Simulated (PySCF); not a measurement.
**`N#Cc1ccc2cc(-c3cccs3)ccc2c1`, C$_{15}$H$_{9}$NS**

Molfile (atoms numbered from 1):
```
C15H9NS
     RDKit          3D

 26 28  0  0  0  0  0  0  0  0999 V2000
   -6.3612   -0.6068   -0.6616 N   0  0  0  0  0  0  0  0  0  0  0  0
   -5.2540   -0.4040   -0.4422 C   0  0  0  0  0  0  0  0  0  0  0  0
   -3.8908   -0.1527   -0.1695 C   0  0  0  0  0  0  0  0  0  0  0  0
   -3.5446    0.8113    0.8060 C   0  0  0  0  0  0  0  0  0  0  0  0
   -2.2327    1.0623    1.0783 C   0  0  0  0  0  0  0  0  0  0  0  0
   -1.2038    0.3718    0.3978 C   0  0  0  0  0  0  0  0  0  0  0  0
    0.1531    0.6153    0.6624 C   0  0  0  0  0  0  0  0  0  0  0  0
    1.1549   -0.0612   -0.0034 C   0  0  0  0  0  0  0  0  0  0  0  0
    2.5480    0.2024    0.2831 C   0  0  0  0  0  0  0  0  0  0  0  0
    3.6679   -0.3617   -0.2705 C   0  0  0  0  0  0  0  0  0  0  0  0
    4.8707    0.1438    0.2579 C   0  0  0  0  0  0  0  0  0  0  0  0
    4.6672    1.0900    1.2110 C   0  0  0  0  0  0  0  0  0  0  0  0
    3.0005    1.3836    1.4831 S   0  0  0  0  0  0  0  0  0  0  0  0
    0.7900   -1.0232   -0.9780 C   0  0  0  0  0  0  0  0  0  0  0  0
   -0.5186   -1.2800   -1.2558 C   0  0  0  0  0  0  0  0  0  0  0  0
   -1.5545   -0.5961   -0.5821 C   0  0  0  0  0  0  0  0  0  0  0  0
   -2.9107   -0.8428   -0.8502 C   0  0  0  0  0  0  0  0  0  0  0  0
   -4.3329    1.3371    1.3239 H   0  0  0  0  0  0  0  0  0  0  0  0
   -1.9576    1.7963    1.8219 H   0  0  0  0  0  0  0  0  0  0  0  0
    0.4090    1.3536    1.4094 H   0  0  0  0  0  0  0  0  0  0  0  0
    3.6436   -1.1172   -1.0345 H   0  0  0  0  0  0  0  0  0  0  0  0
    5.8449   -0.1836   -0.0584 H   0  0  0  0  0  0  0  0  0  0  0  0
    5.3948    1.6381    1.7761 H   0  0  0  0  0  0  0  0  0  0  0  0
    1.5619   -1.5594   -1.5063 H   0  0  0  0  0  0  0  0  0  0  0  0
   -0.7846   -2.0157   -2.0013 H   0  0  0  0  0  0  0  0  0  0  0  0
   -3.1815   -1.5783   -1.5945 H   0  0  0  0  0  0  0  0  0  0  0  0
  1  2  3  0
  2  3  1  0
  3  4  1  0
  4  5  2  0
  5  6  1  0
  6  7  2  0
  7  8  1  0
  8  9  1  0
  9 10  2  0
 10 11  1  0
 11 12  2  0
 12 13  1  0
  8 14  2  0
 14 15  1  0
 15 16  2  0
 16 17  1  0
 17  3  2  0
 16  6  1  0
 13  9  1  0
  4 18  1  0
  5 19  1  0
  7 20  1  0
 10 21  1  0
 11 22  1  0
 12 23  1  0
 14 24  1  0
 15 25  1  0
 17 26  1  0
M  END
```

Theory: quadratic response LC-wPBE/def2-SVPD first hyperpolarisability, Taylor convention, gas phase (PySCF 2.14.0). Geometry: GFN2-xTB.

**Question.** Give the tensor of the static β(0;0,0) in the axes of these coordinates.

**Answer.** In au, Taylor convention; rows are the first index (the induced dipole):
```
        xx     yy     zz      xy      xz    yz
x  +1481.7  -17.0  -11.5  +150.7  +174.6  +8.1
y   +150.7  -38.8   -1.2   -17.0    +8.1  -1.9
z   +174.6   -1.9  -39.4    +8.1   -11.5  -1.2
```
Norm of βᵢ = ⅓ Σⱼ (βᵢⱼⱼ + βⱼᵢⱼ + βⱼⱼᵢ): 1463.4 au, hyper-Rayleigh value 622.8 au.
